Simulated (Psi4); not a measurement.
OSe (SMILES O=[Se]), triplet, geometry from GFN2-xTB, atoms displaced at random by about 0.03 Å a coordinate; R2SCAN/6-31G, gradient (Psi4).

The Psi4 input:
```
memory 2 GB

molecule {
0 3
  O     0.02771779    0.01939303   -1.34944080
  Se    0.02173694    0.06741937    0.28431947
symmetry c1
no_reorient
no_com
}

set basis 6-31g
set reference uks

gradient('r2scan')
print_variables()
```

The log (banner, timings and long lists left out):

```
gradient() will perform analytic gradient computation.

   => Loading Basis Set <=

    Name: 6-31G
    Role: ORBITAL
    Keyword: BASIS

         ---------------------------------------------------------
                                   SCF
               by Justin Turney, Rob Parrish, Andy Simmonett
                          and Daniel G. A. Smith
                              UKS Reference
         ---------------------------------------------------------

  ==> Geometry <==

    Molecular point group: c1
    Full point group: C1

    Geometry (in Angstrom), charge = 0, multiplicity = 3:

       Center              X                  Y                   Z               Mass
    ------------   -----------------  -----------------  -----------------  -----------------
         O            0.027717790000     0.019393030000    -1.349440800000    15.994914619570
         SE           0.021736940000     0.067419370000     0.284319470000    79.916521800000

  Running in c1 symmetry.

  Rotational constants: A =     43.91468  B =      0.47323  C =      0.46819 [cm^-1]
  Rotational constants: A = 1316529.12505  B =  14187.15825  C =  14035.90478 [MHz]
  Nuclear repulsion =   88.062545496830580

  Charge       = 0
  Multiplicity = 3
  Electrons    = 42
  Nalpha       = 22
  Nbeta        = 20

  ==> Algorithm <==

  SCF Algorithm Type is DF.
  DIIS enabled.
  MOM disabled.
  Fractional occupation disabled.
  Guess Type is SAD.
  Energy threshold   = 1.00e-08
  Density threshold  = 1.00e-08
  Integral threshold = 1.00e-12

  ==> Primary Basis <==

  Basis Set: 6-31G
    Blend: 6-31G
    Number of shells: 16
    Number of basis functions: 38
    Number of Cartesian functions: 38
    Spherical Harmonics?: false
    Max angular momentum: 2

  ==> DFT Potential <==

   => LibXC <=

    Version 7.1.2
    S. Lehtola, C. Steigemann, M. J. T. Oliveira, and M. A. L. Marques,  SoftwareX 7, 1–5 (2018) (10.1016/j.softx.2017.11.002)

   => Composite Functional: R2SCAN <=

    r2SCAN Meta-GGA XC Functional  (0.1021/acs.jpclett.0c02405)
    J. W. Furness, A. D. Kaplan, J. Ning, J. P. Perdew, J. Sun  J. Phys. Chem. Lett.  11, 8208–8215, 2020

    Deriv               =              1
    GGA                 =           TRUE
    Meta                =           TRUE

    Exchange Hybrid     =          FALSE
    MP2 Hybrid          =          FALSE

   => Exchange Functionals <=

    1.0000   XC_MGGA_X_R2SCAN

   => Correlation Functionals <=

    1.0000   XC_MGGA_C_R2SCAN

[...]
  @DF-UKS Final Energy: -2476.26243908518245
    Total Energy =                      -2476.2624390851824501
[...]

  ==> DFJKGrad: Density-Fitted SCF Gradients <==

    Gradient:                    1
    J tasked:                  Yes
    K tasked:                   No
    wK tasked:                  No
    Integrals threads:           1
    Schwarz Cutoff:          1E-12
    Fitting Condition:       1E-10

   => Auxiliary Basis Set <=

  Basis Set: (6-31G AUX)
    Blend: CC-PVDZ-JKFIT
    Number of shells: 71
    Number of basis functions: 290
    Number of Cartesian functions: 290
    Spherical Harmonics?: false
    Max angular momentum: 3

  ==> DFT Potential <==

   => LibXC <=

    Version 7.1.2
    S. Lehtola, C. Steigemann, M. J. T. Oliveira, and M. A. L. Marques,  SoftwareX 7, 1–5 (2018) (10.1016/j.softx.2017.11.002)

   => Composite Functional: R2SCAN <=

    r2SCAN Meta-GGA XC Functional  (0.1021/acs.jpclett.0c02405)
    J. W. Furness, A. D. Kaplan, J. Ning, J. P. Perdew, J. Sun  J. Phys. Chem. Lett.  11, 8208–8215, 2020

    Deriv               =              1
    GGA                 =           TRUE
    Meta                =           TRUE

    Exchange Hybrid     =          FALSE
    MP2 Hybrid          =          FALSE

   => Exchange Functionals <=

    1.0000   XC_MGGA_X_R2SCAN

   => Correlation Functionals <=

    1.0000   XC_MGGA_C_R2SCAN

   => LibXC Density Thresholds  <==

    XC_MGGA_C_R2SCAN:  1.00E-15
    XC_MGGA_X_R2SCAN:  1.00E-11

   => Molecular Quadrature <=

    Radial Scheme          =       TREUTLER
    Pruning Scheme         =           NONE
    Nuclear Scheme         =       TREUTLER

    Blocking Scheme        =         OCTREE
    BS radius alpha        =              1
    Pruning alpha          =              1
    Radial Points          =             75
    Spherical Points       =            302
    Total Points           =          42520
    Total Blocks           =            394
    Max Points             =            255
    Max Functions          =             38
    Weights Tolerance      =       1.00E-15

  -Total Gradient:
     Atom            X                  Y                   Z
    ------   -----------------  -----------------  -----------------
       1       -0.000312520423     0.002509544797     0.085369717947
       2        0.000307974503    -0.002473041005    -0.084127931301

  Variable Map:
  ----------------------------------------------------------------------------
[...]
  Array Variable Map:
  ----------------------------------------------------------------------------
[...]
[...]
```
